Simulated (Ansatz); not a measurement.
Frontier orbitals of FH5InNSi (`N[SiH2][InH][F]`).

```xyz
9

N     1.1799   -0.1559    0.9335
Si   -0.1427   -1.0025    0.2582
In   -1.0497    0.8085   -1.2964
F     0.0266    2.3325   -0.6025
H     1.2156    0.8481    0.8392
H     1.7525   -0.5069    1.6820
H     0.2781   -2.2326   -0.4695
H    -1.1992   -1.4431    1.2200
H    -2.0611    1.3520   -2.5646
```

The species carries charge 0 and has multiplicity 1. Correlated methods include outer-core shells of In, which these sets cover unevenly. In: def2 effective core potential. The geometry is a stationary point of PBE0-D4/def2-TZVP. It is one conformer, not always the lowest. Basis def2-TZVPP, Ansatz 0.2.0.

| functional | HOMO (eV) | LUMO (eV) | gap (eV) |
| --- | --- | --- | --- |
| PBE | -6.06 | -2.56 | 3.50 |
| revPBE | -6.01 | -2.44 | 3.57 |
| PBE0 | -7.45 | -1.86 | 5.59 |
| B3LYP | -7.23 | -2.13 | 5.10 |
| r2SCANh | -6.89 | -2.11 | 4.78 |
| LC-ωPBE | -10.09 | 0.08 | 10.17 |
| ωB97M-V | -9.61 | -0.32 | 9.29 |

A quarter of exact exchange (PBE0) shifts PBE's HOMO by −1.38 eV and its LUMO by +0.70 eV; full exchange at long range (ωB97M-V) shifts them by −3.55 and +2.23 eV. The gap opens from 3.51 to 9.29 eV, since occupied levels lose self-interaction and empty ones feel all the electrons.

B3LYP here is the variant with VWN-RPA as its local correlation; programs differ in this. LC-ωPBE has ω = 0.4 bohr⁻¹.
